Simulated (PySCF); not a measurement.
**Vertical excitation energies**

Compound: Zr(NH2)2Cl2 (singlet state).
SMILES: `[NH2][Zr]([NH2])([Cl])[Cl]`

Method used: TDDFT wB97X-D/def2-SVPD, vertical, gas phase, core orbitals frozen in the response, def2 core potentials past Kr (PySCF 2.14.0, density-fitted response routines). Geometry: PBE0-D3(BJ)/def2-SVP; no solvent, vibrations or thermal averaging. Spin–orbit coupling is left out.

| state | E (eV) | E (kJ/mol) | λ (nm) | f | symmetry | main configurations (H = HOMO, L = LUMO) |
| --- | --- | --- | --- | --- | --- | --- |
| S1 | 4.70 | 454 | 263.6 | 0.0008 | – | H→L (97%) |
| S2 | 5.11 | 493 | 242.6 | 0.0049 | A | H-1→L (94%) |
| S3 | 5.75 | 555 | 215.7 | 0.042 | B | H→L+1 (95%) |
| S4 | 6.06 | 584 | 204.7 | 0.0031 | A | H→L+3 (62%), H-1→L+1 (34%) |
| S5 | 6.13 | 591 | 202.4 | 0.017 | A | H-1→L+1 (54%), H→L+3 (26%) |
| S6 | 6.17 | 596 | 200.8 | 0.0041 | B | H-2→L (59%), H-3→L (21%), H-1→L+3 (12%) |
| S7 | 6.36 | 614 | 195.0 | 0.015 | B | H-1→L+3 (50%), H→L+4 (22%), H-2→L (20%) |
| S8 | 6.44 | 621 | 192.6 | 0.013 | B | H-3→L (70%), H-2→L (13%) |
| S9 | 6.58 | 635 | 188.5 | 0.029 | B | H→L+2 (74%) |
| S10 | 6.59 | 636 | 188.0 | 0.0080 | A | H-5→L (82%) |

Triplets (Tamm–Dancoff): T1 4.65 eV, H→L (97%); T2 4.98 eV, H-1→L (93%); T3 5.24 eV, H→L+1 (72%), H→L+4 (14%); T4 5.42 eV, H-1→L+1 (44%), H→L+3 (28%), H-1→L+4 (12%).

The lowest singlet lies at 4.70 eV (264 nm, ultraviolet) and is very weak; its leading configuration is HOMO→LUMO (97%). The most intense listed level is S3 at 5.75 eV (216 nm, f = 0.042), 1.04 eV above S1. For S1 the Löwdin share of zirconium is 7% in HOMO and 69% in LUMO (ligand-to-metal charge transfer by this measure); for S3 the Löwdin share of zirconium is 7% in HOMO and 67% in LUMO+1 (ligand-to-metal charge transfer by this measure). The listed states span 1.89 eV, and the widest gap between neighbours is 0.64 eV (S2 to S3). Weighted by f, the mean energy of these states is 6.14 eV. All these states lie below the vertical ionisation energy of 9.94 eV (ΔSCF). Symmetry labels in C2 follow from the direction of the transition dipole and are given only for states with f of 0.002 or more. Singlets were solved by full linear response, triplets in the Tamm–Dancoff approximation.
